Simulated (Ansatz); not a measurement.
`N=C([SiH3])BO` and `N=C([SiH3])Cl` differ in one atom or group.

Ansatz, PBE0-D4/def2-TZVP geometries, multiplicity 1. Each molecule was computed in one conformer, which needn't be the lowest.

```tsv
property	`N=C([SiH3])BO`
LUMO energy (B3LYP/def2-TZVPP) / eV	-2.04
LUMO energy (ωB97M-V/def2-TZVPP) / eV	0.38
HOMO–LUMO gap (PBE/def2-TZVPP) / eV	2.68
LUMO energy (PBE/def2-TZVPP) / eV	-2.88
HOMO energy (B3LYP/def2-TZVPP) / eV	-6.73
LUMO energy (PBE0/def2-TZVPP) / eV	-1.83
```

Problem. Give the same properties after the change, and the shifts. (Best estimate.)

Solution. Computed: 
| property | `N=C([SiH3])Cl` | shift |
| --- | --- | --- |
| LUMO energy (B3LYP/def2-TZVPP) / eV | -1.41 | 0.63 |
| LUMO energy (ωB97M-V/def2-TZVPP) / eV | 1.04 | 0.66 |
| HOMO–LUMO gap (PBE/def2-TZVPP) / eV | 4.63 | 1.95 |
| LUMO energy (PBE/def2-TZVPP) / eV | -2.23 | 0.65 |
| HOMO energy (B3LYP/def2-TZVPP) / eV | -8.02 | -1.29 |
| LUMO energy (PBE0/def2-TZVPP) / eV | -1.20 | 0.63 |

With PBE0 the HOMO falls by 1.34 eV and the LUMO rises by 0.63 eV, so the gap widens by about 1.97 eV. PBE moves the HOMO by -1.30 eV and ωB97M-V by -1.29 eV. The zero-point energy changes by -72.7 kJ/mol with -9 modes.

B3LYP here is the variant with VWN-RPA as its local correlation; programs differ in this.
